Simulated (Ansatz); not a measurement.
One change: `C[SiH](N)BF` becomes `C[SiH](N)Cl`.

Ansatz, PBE0-D4/def2-TZVP geometries, multiplicity 1. Each molecule was computed in one conformer, which needn't be the lowest.

| property | `C[SiH](N)BF` |
| --- | --- |
| HOMO energy (PBE0/def2-TZVPP) / eV | -7.16 |
| size of the dipole moment (ωB97M-V/def2-TZVPP) / D | 1.99 |
| LUMO energy (PBE/def2-TZVPP) / eV | -2.44 |
| HOMO–LUMO gap (PBE/def2-TZVPP) / eV | 3.34 |
| LUMO energy (B3LYP/def2-TZVPP) / eV | -1.68 |
| HOMO energy (B3LYP/def2-TZVPP) / eV | -6.94 |

Give the same properties after the change, and the shifts. (Estimate.)

Computed: 
```
                                          property  `C[SiH](N)Cl`  shift
                HOMO energy (PBE0/def2-TZVPP) / eV          -7.84  -0.68
size of the dipole moment (ωB97M-V/def2-TZVPP) / D           1.97  -0.02
                 LUMO energy (PBE/def2-TZVPP) / eV          -0.07   2.37
               HOMO–LUMO gap (PBE/def2-TZVPP) / eV           6.32   2.98
               LUMO energy (B3LYP/def2-TZVPP) / eV           0.43   2.11
               HOMO energy (B3LYP/def2-TZVPP) / eV          -7.58  -0.64
```

With PBE0 the HOMO falls by 0.68 eV and the LUMO rises by 2.22 eV, so the gap widens by about 2.90 eV. PBE moves the HOMO by -0.61 eV and ωB97M-V by -0.74 eV. Dipoles are sizes alone; their direction can turn.

B3LYP here is the variant with VWN-RPA as its local correlation; programs differ in this.
